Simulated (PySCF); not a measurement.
Neon: a sound run and one with changed settings

Sound run: Ne⁺ [He] 2s2 2p5, Ne²⁺ [He] 2s2 2p4. Calculation: PySCF 2.14, in def2-SVP (3s2p1d, 14 functions); the non-relativistic Hamiltonian (point nucleus). In the sound run the correlated levels freeze 1s2. The sound run starts from symmetry-adapted Hartree-Fock orbitals and uses a fine grid where one is needed.

A second run was set up differently.

```
species   method  sound run (hartree)  changed run (hartree)  converged
    Ne⁺      MP2           -127.77835             -127.73324        yes
    Ne⁺  CCSD(T)           -127.79004             -127.74016        yes
   Ne²⁺      MP2           -126.28419             -126.23683        yes
   Ne²⁺  CCSD(T)           -126.29761             -126.24203        yes
```

Ionisation energy of Ne⁺:

| method | sound run (eV) | changed run (eV) |
| --- | --- | --- |
| UHF | 39.547 | 39.547 |
| MP2 | 40.658 | 40.719 |
| SCS-MP2 | 40.604 | 40.741 |
| CCSD | 40.600 | 40.758 |
| CCSD(T) | 40.611 | 40.766 |

(1) What was changed?
A. too few SCF iterations
B. level shift left on
C. basis contracted for another Hamiltonian
D. a valence shell is frozen

## Answers

(1) D. Freezing a valence shell removes pair correlation that changes on ionisation.
